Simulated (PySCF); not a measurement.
SMILES CO[SiH2][SiH2][Si](C)(C)C at its GFN2-xTB optimised geometry (Å):

```
24

C      1.2795    -2.9324    -0.4362
O      0.4502    -1.8867    -0.8269
Si    -0.2372    -1.6645    -2.2911
Si    -1.3347     0.2997    -1.8307
Si    -0.5228     1.5136     0.0000
C      1.3906     1.5136     0.0000
C     -1.1000     3.3401     0.0000
C     -1.0970     0.7200     1.6441
H      2.1830    -2.9616    -1.0506
H      0.7665    -3.8925    -0.5309
H      1.5604    -2.7778     0.6067
H     -1.0141    -2.8657    -2.6485
H      0.8181    -1.6435    -3.3213
H     -1.3176     1.1052    -3.0677
H     -2.7779     0.0288    -1.6751
H      1.7694     0.4961     0.0105
H      1.8006     2.0253     0.8667
H      1.7875     2.0014    -0.8858
H     -0.7758     3.8505    -0.9019
H     -0.7061     3.8925     0.8488
H     -2.1830     3.4074     0.0389
H     -0.6973     1.2386     2.5116
H     -2.1799     0.7251     1.7297
H     -0.7695    -0.3139     1.7006
```

Computed with CAM-B3LYP/def2-SVP run with PySCF. Cells within 0.4 Å of a nucleus heavier than hydrogen are left out (blank, or x).

Map of the deformation density (molecule minus spherical neutral atoms) (e/bohr³) on the plane z = 0.0 Å:

```
|1111111111111111111111111111111|
|1111111111111111111111111111111|
|1111111111111111111111111111111|
|1111111111111111111111111111111|
|1111111111100111111111111111111|
|1111111111211210111111111111111|
|111111110176xx10111111111111111|
|111111110177xx00011111111111111|
|1111111111225631000011111111111|
|1111111111114531100111111111111|
|1111111111001111221321111111111|
|1111111111000xx156xx10111111111|
|11111111110001x144xx21111111111|
|1111111111111100124951111111111|
|1111111111111100012421111111111|
|1111111111111000111001111111111|
|1111111111111111111111111111111|
|1111111111111111111111111111111|
|1111111111111111111111111111111|
|1111111111111112210011111111111|
|1111111111111111100001111111111|
|1111111111111111001211111111111|
|1111111111111110007821111111111|
|1111111111111110014210111111111|
|1111111111111111132000111111111|
|1111111111111111111001111111111|
|1111111111111111111111111111111|
|1111111111111111111111111111111|
|1111111111111111111111111111111|
|1111111111111111111111111111111|
|1111111111111111111111111111111|
```
Scale: ten equal steps from -0.017 (start of '0') to 0.094 (end of '9'), in the order '0123456789'; x runs from -6.00 to 6.00, y from -6.00 (bottom) to 6.00 (top).
